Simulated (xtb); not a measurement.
B(Me)(OH)(SeH) (CH5BOSe), SMILES CB(O)[SeH]. All values are semi-empirical tight-binding results from xtb (GFN2-xTB unless named), good for trends rather than for accurate numbers. Coordinates come from a GFN2-xTB optimisation. This is a generated structure with no PubChem entry under its InChIKey; it may be hypothetical. Other conformers were not sampled.

The geometry has at least one imaginary mode, so it is a saddle point at that level.

Computed properties:
```yaml
orbital_gap: 4.65 eV
static polarisability (D4 model): 58.1 bohr³
solvation energy, GFN2-xTB/ALPB(water): -6.4 kcal/mol
solvation energy, GFN2-xTB/ALPB(octanol): -6.9 kcal/mol
```
